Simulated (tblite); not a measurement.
Species: C7H5O (doublet state).
Atom-mapped SMILES: `[O:1][c:2]1[cH:3][cH:4][c:5]2[c:6]([cH:7]1)[CH2:8]2` (hydrogens: H9 on C3; H10 on C4; H11 on C7; H12, H13 on C8)

Calculated harmonic vibrations of the isolated species, GFN2-xTB (tblite), most abundant isotopes, no scaling. Errors from tens to a few hundred cm⁻¹ against measured bands are possible. Open shells enter through the occupations alone, without spin polarisation, and single modes of such species can be off by tens of per cent.

Harmonic wavenumbers (cm⁻¹): 140.4, 227.6, 303.6, 414.5, 442.7, 465.6, 501.9, 630.8, 643.2, 749.0, 808.0, 824.9, 888.7, 924.7, 926.1, 943.3, 963.1, 1045.9, 1054.1, 1113.5, 1182.8, 1218.3, 1310.5, 1403.6, 1405.1, 1558.4, 1622.7, 1763.5, 3010.5, 3017.3, 3056.2, 3092.4, 3096.7.

A = 4898, B = 1941, C = 1403 MHz; mass 105.034 u (most abundant isotopes); point group Cs, symmetry number 1; spin multiplicity 2.

Task: What is the zero-point energy?

Result: ½Σν̃ = 20375 cm⁻¹ = 243.74 kJ/mol.

Task: What is S at 298.15 K and 1 bar for an ideal gas of classical rigid rotors and harmonic oscillators?

Result: Translation 166.90, rotation 115.39, vibration 48.74, spin (R ln 2) 5.76: S = 336.8 J/(mol K).

Task: And Cp and H(298.15 K) − H(0)?

Result: Cp = 111.89 J/(mol K), of which vibrations give 78.63 (their classical limit is 33 R = 274.4); H(298.15 K) − H(0) = 19.24 kJ/mol without the zero-point energy, 9.32 from vibrations.

Task: Which modes carry the vibrational entropy at 298.15 K?

Result: 140.4 cm⁻¹: 11.71; 227.6 cm⁻¹: 7.94; 303.6 cm⁻¹: 5.84; 414.5 cm⁻¹: 3.81; 442.7 cm⁻¹: 3.42; 465.6 cm⁻¹: 3.14 J/(mol K); the other 27 give 12.87 together.

Task: How do the functions run with temperature in this model?

Result: 
| T (K) | S (J/(mol K)) | Cp (J/(mol K)) | H − H(0) (kJ/mol) | G − H(0) (kJ/mol) | ln q(vib) |
| --- | --- | --- | --- | --- | --- |
| 150 | 279.6 | 61.4 | 6.48 | -35.46 | 0.54 |
| 250 | 318.6 | 95.0 | 14.26 | -65.40 | 1.52 |
| 400 | 374.4 | 144.6 | 32.35 | -117.40 | 3.48 |
| 600 | 442.6 | 191.6 | 66.33 | -199.25 | 6.50 |
| 900 | 528.9 | 232.5 | 130.56 | -345.43 | 11.10 |

q(vib) and H(0) count from the zero-point level.

Task: Blend soft modes into free rotors: weight 1/[1 + (100 cm⁻¹/ν̃)⁴] for the oscillator and the rest for a rotor with moment μB/(μ + B), μ = h/(8π²ν), B = 10⁻⁴⁴ kg m². What vibrational entropy results?

Result: 48.57 J/(mol K) in place of 48.74, which changes −T·S at 298.15 K by +0.05 kJ/mol.

Task: What must be added to the electronic energy to get the Gibbs energy at 298.15 K and 1 bar?

Result: ZPE + [H(298.15 K) − H(0)] − T·S = 243.74 + 19.24 − 100.42 = 162.56 kJ/mol.

Hindered rotation and anharmonicity are outside this model.

Time: 0.25 s wall. Hardware: one thread, Arm Neoverse V2 (aarch64), no GPU, shared host. The figure is for the frequency step alone.
